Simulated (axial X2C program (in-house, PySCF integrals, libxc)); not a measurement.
# Outer orbitals of InSn at 2.851 Å, PBE0

All values were computed with an axial X2C code built on PySCF integrals. Spin-free means the one-electron spin-free X2C Hamiltonian; two-component (2c) means X2C with spin–orbit coupling and atomic mean-field two-electron Coulomb and Gaunt terms, so the difference of the two also holds small scalar two-electron terms. Basis: Sn dyall-cv3z [11s12p9d4f1g], In dyall-cv3z [11s12p9d4f1g] (cores contracted in-house); Gaussian nuclei, density fitting, unrestricted open shells. Masses: Sn 119.902 u, In 114.904 u.

The distance is close to the 2c PBE0 minimum; the highest filled and lowest empty levels are listed.

Spin-free orbitals, state M_S = 3/2, Λ = 0 (beyond evenly filled blocks: σα, π+α, π-α) (Löwdin shares):

```
symmetry  occupied  ε (eV)              atomic character
      σα       yes  -27.90                     100% Sn d
     π-α       yes  -27.87                     100% Sn d
     π+α       yes  -27.87                     100% Sn d
     δ-α       yes  -27.87                     100% Sn d
     δ+α       yes  -27.87                     100% Sn d
      σβ       yes  -27.72                     100% Sn d
     π+β       yes  -27.69                     100% Sn d
     π-β       yes  -27.69                     100% Sn d
     δ-β       yes  -27.69                     100% Sn d
     δ+β       yes  -27.69                     100% Sn d
     δ-α       yes  -21.39                     100% In d
     δ+α       yes  -21.39                     100% In d
      σα       yes  -21.36                      99% In d
     δ-β       yes  -21.34                     100% In d
     δ+β       yes  -21.34                     100% In d
     π+α       yes  -21.33                     100% In d
     π-α       yes  -21.33                     100% In d
      σβ       yes  -21.25                     100% In d
     π+β       yes  -21.24                     100% In d
     π-β       yes  -21.24                     100% In d
      σα       yes  -12.77   66% Sn s, 19% In s, 9% In p
      σβ       yes  -11.00   60% Sn s, 27% In s, 7% In p
      σα       yes   -9.38  58% In s, 18% Sn p, 15% Sn s
      σβ       yes   -8.24  53% In s, 22% Sn s, 13% Sn p
      σα       yes   -5.30   47% Sn p, 41% In p, 8% In s
     π-α       yes   -5.10   72% Sn p, 23% In p, 4% In d
     π+α       yes   -5.10   72% Sn p, 23% In p, 4% In d
      σβ        no   -2.59   47% Sn p, 43% In p, 6% In s
     π-β        no   -2.43            49% In p, 48% Sn p
     π+β        no   -2.43            49% In p, 48% Sn p
     π-α        no   -1.77   69% In p, 21% Sn p, 6% Sn d
     π+α        no   -1.77   69% In p, 21% Sn p, 6% Sn d
```

Spinors with spin–orbit coupling (state Ω = 3/2):

```json
{"ω": "5/2", "occupied": "yes", "ε (eV)": "-27.45", "atomic character": "100% Sn d", "λ mixture": "100% δ"}
{"ω": "3/2", "occupied": "yes", "ε (eV)": "-27.41", "atomic character": "100% Sn d", "λ mixture": "74% π, 26% δ"}
{"ω": "1/2", "occupied": "yes", "ε (eV)": "-27.39", "atomic character": "100% Sn d", "λ mixture": "50% σ, 50% π"}
{"ω": "-1/2", "occupied": "yes", "ε (eV)": "-27.36", "atomic character": "100% Sn d", "λ mixture": "66% σ, 34% π"}
{"ω": "-3/2", "occupied": "yes", "ε (eV)": "-27.31", "atomic character": "100% Sn d", "λ mixture": "85% π, 15% δ"}
{"ω": "-5/2", "occupied": "yes", "ε (eV)": "-27.28", "atomic character": "100% Sn d", "λ mixture": "100% δ"}
{"ω": "-3/2", "occupied": "yes", "ε (eV)": "-21.87", "atomic character": "100% In d", "λ mixture": "85% δ, 15% π"}
{"ω": "3/2", "occupied": "yes", "ε (eV)": "-21.85", "atomic character": "100% In d", "λ mixture": "80% δ, 20% π"}
{"ω": "-1/2", "occupied": "yes", "ε (eV)": "-21.81", "atomic character": "100% In d", "λ mixture": "65% π, 35% σ"}
{"ω": "1/2", "occupied": "yes", "ε (eV)": "-21.81", "atomic character": "100% In d", "λ mixture": "53% π, 47% σ"}
{"ω": "5/2", "occupied": "yes", "ε (eV)": "-21.07", "atomic character": "100% In d", "λ mixture": "100% δ"}
{"ω": "-5/2", "occupied": "yes", "ε (eV)": "-21.02", "atomic character": "100% In d", "λ mixture": "100% δ"}
{"ω": "3/2", "occupied": "yes", "ε (eV)": "-21.02", "atomic character": "100% In d", "λ mixture": "80% π, 20% δ"}
{"ω": "1/2", "occupied": "yes", "ε (eV)": "-20.99", "atomic character": "100% In d", "λ mixture": "53% σ, 47% π"}
{"ω": "-1/2", "occupied": "yes", "ε (eV)": "-20.96", "atomic character": "100% In d", "λ mixture": "65% σ, 35% π"}
{"ω": "-3/2", "occupied": "yes", "ε (eV)": "-20.95", "atomic character": "100% In d", "λ mixture": "85% π, 15% δ"}
{"ω": "1/2", "occupied": "yes", "ε (eV)": "-12.75", "atomic character": "66% Sn s, 19% In s, 8% In p", "λ mixture": "100% σ"}
{"ω": "-1/2", "occupied": "yes", "ε (eV)": "-11.00", "atomic character": "60% Sn s, 27% In s, 7% In p", "λ mixture": "100% σ"}
{"ω": "1/2", "occupied": "yes", "ε (eV)": "-9.37", "atomic character": "58% In s, 18% Sn p, 16% Sn s", "λ mixture": "100% σ"}
{"ω": "-1/2", "occupied": "yes", "ε (eV)": "-8.24", "atomic character": "53% In s, 22% Sn s, 13% Sn p", "λ mixture": "100% σ"}
{"ω": "1/2", "occupied": "yes", "ε (eV)": "-5.30", "atomic character": "47% Sn p, 41% In p, 8% In s", "λ mixture": "100% σ, 0% π"}
{"ω": "-1/2", "occupied": "yes", "ε (eV)": "-5.24", "atomic character": "73% Sn p, 22% In p, 4% In d", "λ mixture": "99% π, 1% σ"}
{"ω": "3/2", "occupied": "yes", "ε (eV)": "-4.96", "atomic character": "71% Sn p, 24% In p, 4% In d", "λ mixture": "100% π"}
{"ω": "-1/2", "occupied": "no", "ε (eV)": "-2.63", "atomic character": "46% In p, 44% Sn p, 6% In s", "λ mixture": "94% σ, 6% π"}
{"ω": "1/2", "occupied": "no", "ε (eV)": "-2.55", "atomic character": "49% Sn p, 48% In p", "λ mixture": "100% π"}
{"ω": "-3/2", "occupied": "no", "ε (eV)": "-2.33", "atomic character": "50% In p, 47% Sn p", "λ mixture": "100% π"}
{"ω": "-1/2", "occupied": "no", "ε (eV)": "-1.84", "atomic character": "68% In p, 22% Sn p, 6% Sn d", "λ mixture": "95% π, 5% σ"}
```

**Question.** How does the gap between the highest filled and lowest empty level change from the spin-free to the 2c table?

**Answer.** From 2.51 to 2.33 eV at PBE0, a change of -0.18 eV.

Mulliken charges and populations of the two-component result (they depend on the basis, above all on diffuse functions):

Sn -0.19 e (s 9.93 p 20.22 d 20.03), In 0.19 e (s 9.89 p 18.88 d 20.04 f 0.01). ⟨Lz⟩ = 0.01 ħ and ⟨Sz⟩ = 1.49 ħ (1.06 and 0.43 on the two atoms), which add up to Ω.

One determinant describes the state; a PBE0 search over occupations chose it and may have missed a lower one. Density functionals use the spin component along the axis (collinear). Other states lie close and PBE0, whose exact exchange favours high spin, may order them wrongly; the determinant shown need not be the ground state. The nearest other spin-free determinant of the search, M_S = 1/2, Λ = 0, lies 0.35 eV up at the distance of the search. With several unpaired electrons one determinant need not be a pure state. This is the top spin component of a Σ state; components of lower Ω are not single determinants and can lie lower.
